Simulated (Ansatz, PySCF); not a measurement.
GeTe, charge +1, doublet, at a GFN2-xTB geometry (a state made from the parent by changing its charge; the spin is typed, not shown lowest) (core potentials on Te), with bond 2-1 at 2.4 times its length. Base run: CASSCF(3,3)/def2-SVP (PySCF).

Here is a job for PySCF.
```python
from pyscf import gto, scf, mcscf
import numpy

mol = gto.Mole()
mol.atom = '''
    Ge   -0.000000   -0.000000   -1.554182
    Te    0.000000    0.000000    4.471261
'''
mol.basis = 'def2-svp'
mol.ecp = {'Te': 'def2-svp'}
mol.charge = 1
mol.spin = 1
mol.verbose = 3
mol.build()

mf = scf.ROHF(mol)
mf.kernel()
mc = mcscf.CASSCF(mf, 3, 3)
mc.fix_spin_(ss=0.75)
mc.kernel()
occ = numpy.linalg.eigvalsh(mc.fcisolver.make_rdm1(mc.ci, mc.ncas, mc.nelecas))[::-1]
ss = mc.fcisolver.spin_square(mc.ci, mc.ncas, mc.nelecas)[0]
print('natural occupations', occ.round(4), ' <S^2>', round(ss, 4))
```

Programs used: Ansatz (a first-principles code), PySCF; a row that names a program was run with it.

Each row names what was changed in the base input (with any setting that the change needs).

```tsv
change	ΔE vs base (kcal/mol)	natural occupations	<S^2> of the state	outcome
base	0.000	2.00 1.00 0.00	0.75	converged
conv_tol = 1e-5	0.000	2.00 1.00 0.00	0.75	converged
active space = 5 electrons, 5 orbitals	-	-	-	not converged
active space = 7 electrons, 8 orbitals	-62.19	2.00 1.93 1.00 1.00 1.00 0.03 0.03 0.01	0.75	converged
active space = 7 electrons, 5 orbitals	-8.87	2.00 2.00 1.96 1.00 0.04	0.75	converged
state_average = 2 states	-	-	-	not converged
orbitals = fixed (CASCI)	0.000	2.00 1.00 0.00	0.75	converged
code = ansatz; correction = SC-NEVPT2, all electrons	-227.2	-	-	converged
fix_spin_ = off	0.000	2.00 1.00 0.00	0.75	converged
solver = newton	0.000	2.00 1.00 0.00	0.75	converged
active space = 5 electrons, 7 orbitals	-61.63	1.93 1.00 1.00 1.00 0.03 0.03 0.01	0.75	converged
```

Active orbitals are taken around the Fermi level unless the row says otherwise; CASSCF can end in different local minima, and two programs can end on different orbitals. State-averaged rows give the lowest state.

Open shells are given as the SCF converged; they aren't shown to be the lowest states, and a large step between rows can be another state.
